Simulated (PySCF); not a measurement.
Isomers of C8H16Si.

All values: PBE0/pcSseg-1 (PySCF) at GFN2-xTB geometries, gas phase, one conformer each. Dipoles and anisotropies that the point group forbids are given as zero.

Question: Rank by the highest IAO charge on any atom, lowest value first.
A. `[CH3:1][CH:2]([CH3:3])[C@@H:4]1[CH:5]=[CH:6][CH2:7][Si@H:8]1[CH3:9]` with C1–C2–C4–C5 180°
B. `[CH2:1]1[CH2:2][CH2:3][Si:4]2([CH2:5]1)[CH2:6][CH2:7][CH2:8][CH2:9]2` with C5–C1–C2–C3 53°, C1–C2–C3–Si4 -39°, C2–C3–Si4–C5 14°, C3–Si4–C5–C1 14°
C. `[CH3:1][CH2:2][CH2:3][CH2:4][CH2:5][CH2:6][C:7]#[C:8][SiH3:9]` with C1–C2–C3–C4 178°, C2–C3–C4–C5 -177°, C3–C4–C5–C6 180°, C4–C5–C6–C7 65°
D. `[CH2:1]1[CH2:2][CH2:3][CH:4]([C@@H:5]2[CH2:6][CH2:7][SiH2:8]2)[CH2:9]1` with C3–C4–C5–C6 -69°, C9–C1–C2–C3 42°, C1–C2–C3–C4 -38°, C2–C3–C4–C5 -102°, C4–C5–C6–C7 -134°
E. `[CH2:1]=[CH:2][C@@:3]1([CH2:4][CH2:5][CH3:6])[SiH2:7][C@H:8]1[CH3:9]` with C1–C2–C3–C4 -26°, C2–C3–C4–C5 -59°, C3–C4–C5–C6 -65°
F. `[CH2:1]=[C:2]([CH3:3])/[CH:4]=[C:5](\[SiH3:6])[CH:7]([CH3:8])[CH3:9]` with C1–C2–C4–C5 172°, C4–C5–C7–C8 -98°

Answer: F (+0.570 e), E (+0.591 e), C (+0.634 e), D (+0.711 e), A (+0.893 e), B (+1.010 e).

Question: Rank by the lowest Hirshfeld charge on any atom, lowest value first.
A. `[CH2:1]=[C:2]([CH3:3])/[CH:4]=[C:5](\[SiH3:6])[CH:7]([CH3:8])[CH3:9]` with C1–C2–C4–C5 172°, C4–C5–C7–C8 -98°
B. `[CH3:1][CH:2]([CH3:3])[C@@H:4]1[CH:5]=[CH:6][CH2:7][Si@H:8]1[CH3:9]` with C1–C2–C4–C5 180°
C. `[CH2:1]=[CH:2][CH2:3][C@@H:4]1[CH2:5][SiH2:6][C@@H:7]([CH3:8])[CH2:9]1` with C1–C2–C3–C4 120°, C2–C3–C4–C5 -63°, C3–C4–C5–Si6 -161°, C4–C5–Si6–C7 14°, C5–Si6–C7–C8 -109°, Si6–C7–C9–C4 -36°
D. `[CH3:1][CH2:2][CH2:3][CH2:4][CH2:5][CH2:6][C:7]#[C:8][SiH3:9]` with C1–C2–C3–C4 178°, C2–C3–C4–C5 -177°, C3–C4–C5–C6 180°, C4–C5–C6–C7 65°

Answer: B (-0.214 e), D (-0.184 e), C (-0.165 e), A (-0.117 e).

Question: Rank by the highest Hirshfeld charge on any atom, lowest value first.
A. `[CH3:1][CH:2]([CH3:3])[C@@H:4]1[CH:5]=[CH:6][CH2:7][Si@H:8]1[CH3:9]` with C1–C2–C4–C5 180°
B. `[CH2:1]=[CH:2][C@@:3]1([CH2:4][CH2:5][CH3:6])[SiH2:7][C@H:8]1[CH3:9]` with C1–C2–C3–C4 -26°, C2–C3–C4–C5 -59°, C3–C4–C5–C6 -65°
C. `[CH2:1]=[C:2]([CH3:3])/[CH:4]=[C:5](\[SiH3:6])[CH:7]([CH3:8])[CH3:9]` with C1–C2–C4–C5 172°, C4–C5–C7–C8 -98°
D. `CC(C)(C)[C@H]1C=CC[SiH2]1`
E. `[CH2:1]1[CH2:2][CH2:3][Si:4]2([CH2:5]1)[CH2:6][CH2:7][CH2:8][CH2:9]2` with C5–C1–C2–C3 53°, C1–C2–C3–Si4 -39°, C2–C3–Si4–C5 14°, C3–Si4–C5–C1 14°
F. `[CH3:1][CH2:2][CH2:3][CH2:4][CH2:5][CH2:6][C:7]#[C:8][SiH3:9]` with C1–C2–C3–C4 178°, C2–C3–C4–C5 -177°, C3–C4–C5–C6 180°, C4–C5–C6–C7 65°

Answer: B (+0.287 e), C (+0.299 e), F (+0.330 e), D (+0.341 e), A (+0.377 e), E (+0.400 e).

All values together:

| SMILES | μ (D) | HOMO (eV) | LUMO (eV) | lowest IAO charge (e) | highest IAO charge (e) | lowest Hirshfeld charge (e) | highest Hirshfeld charge (e) |
| --- | --- | --- | --- | --- | --- | --- | --- |
| CCCCCCC#C[SiH3] | 1.19 | -7.58 | 0.37 | -0.416 (C) | +0.634 (Si) | -0.184 (C) | +0.330 (Si) |
| CC(C)(C)[C@H]1C=CC[SiH2]1 | 0.27 | -7.01 | 0.60 | -0.549 (C) | +0.723 (Si) | -0.164 (C) | +0.341 (Si) |
| C1CCC([C@@H]2CC[SiH2]2)C1 | 0.26 | -7.41 | 0.47 | -0.540 (C) | +0.711 (Si) | -0.165 (C) | +0.338 (Si) |
| C=CC[C@@H]1C[SiH2][C@@H](C)C1 | 0.46 | -7.36 | 0.51 | -0.542 (C) | +0.725 (Si) | -0.165 (C) | +0.337 (Si) |
| C1CC[Si]2(C1)CCCC2 | 0.00 | -7.73 | 1.35 | -0.547 (C) | +1.010 (Si) | -0.167 (C) | +0.400 (Si) |
| C=C[C@H]1C[Si@H](CCC)C1 | 1.07 | -7.23 | 0.41 | -0.552 (C) | +0.882 (Si) | -0.170 (C) | +0.372 (Si) |
| CC(C)[C@@H]1C=CC[Si@H]1C | 0.46 | -6.93 | 0.73 | -0.716 (C) | +0.893 (Si) | -0.214 (C) | +0.377 (Si) |
| C#C[C@@](C)(CC)C[SiH2]C | 0.56 | -7.66 | 1.13 | -0.711 (C) | +0.754 (Si) | -0.216 (C) | +0.341 (Si) |
| C=C[C@@]1(CCC)[SiH2][C@H]1C | 0.72 | -5.90 | -0.23 | -0.413 (C) | +0.591 (Si) | -0.120 (C) | +0.287 (Si) |
| C=C(C)[C@@]1(C)CCC[SiH2]1 | 0.52 | -6.79 | 0.57 | -0.539 (C) | +0.715 (Si) | -0.161 (C) | +0.332 (Si) |
| C=C(C)/C=C(\[SiH3])C(C)C | 0.48 | -6.49 | -0.94 | -0.427 (C) | +0.570 (Si) | -0.117 (C) | +0.299 (Si) |

Conformers: `[CH3:1][CH2:2][CH2:3][CH2:4][CH2:5][CH2:6][C:7]#[C:8][SiH3:9]` with C1–C2–C3–C4 178°, C2–C3–C4–C5 -177°, C3–C4–C5–C6 180°, C4–C5–C6–C7 65°; `[CH2:1]1[CH2:2][CH2:3][CH:4]([C@@H:5]2[CH2:6][CH2:7][SiH2:8]2)[CH2:9]1` with C3–C4–C5–C6 -69°, C9–C1–C2–C3 42°, C1–C2–C3–C4 -38°, C2–C3–C4–C5 -102°, C4–C5–C6–C7 -134°; `[CH2:1]=[CH:2][CH2:3][C@@H:4]1[CH2:5][SiH2:6][C@@H:7]([CH3:8])[CH2:9]1` with C1–C2–C3–C4 120°, C2–C3–C4–C5 -63°, C3–C4–C5–Si6 -161°, C4–C5–Si6–C7 14°, C5–Si6–C7–C8 -109°, Si6–C7–C9–C4 -36°; `[CH2:1]1[CH2:2][CH2:3][Si:4]2([CH2:5]1)[CH2:6][CH2:7][CH2:8][CH2:9]2` with C5–C1–C2–C3 53°, C1–C2–C3–Si4 -39°, C2–C3–Si4–C5 14°, C3–Si4–C5–C1 14°; `[CH2:1]=[CH:2][C@H:3]1[CH2:4][Si@H:5]([CH2:6][CH2:7][CH3:8])[CH2:9]1` with C1–C2–C3–C4 124°, C4–Si5–C6–C7 73°, Si5–C6–C7–C8 180°, C2–C3–C4–Si5 108°, C3–C4–Si5–C6 123°, C4–Si5–C9–C3 -8°, C2–C3–C9–Si5 -108°; `[CH3:1][CH:2]([CH3:3])[C@@H:4]1[CH:5]=[CH:6][CH2:7][Si@H:8]1[CH3:9]` with C1–C2–C4–C5 180°; `[CH:1]#[C:2][C@@:3]([CH3:4])([CH2:5][CH3:6])[CH2:7][SiH2:8][CH3:9]` with C2–C3–C5–C6 60°, C2–C3–C7–Si8 68°, C3–C7–Si8–C9 -55°; `[CH2:1]=[CH:2][C@@:3]1([CH2:4][CH2:5][CH3:6])[SiH2:7][C@H:8]1[CH3:9]` with C1–C2–C3–C4 -26°, C2–C3–C4–C5 -59°, C3–C4–C5–C6 -65°; `[CH2:1]=[C:2]([CH3:3])[C@@:4]1([CH3:5])[CH2:6][CH2:7][CH2:8][SiH2:9]1` with C1–C2–C4–C5 -117°, C2–C4–C6–C7 161°, C4–C6–C7–C8 -52°, C6–C7–C8–Si9 36°, C7–C8–Si9–C4 -11°; `[CH2:1]=[C:2]([CH3:3])/[CH:4]=[C:5](\[SiH3:6])[CH:7]([CH3:8])[CH3:9]` with C1–C2–C4–C5 172°, C4–C5–C7–C8 -98°.
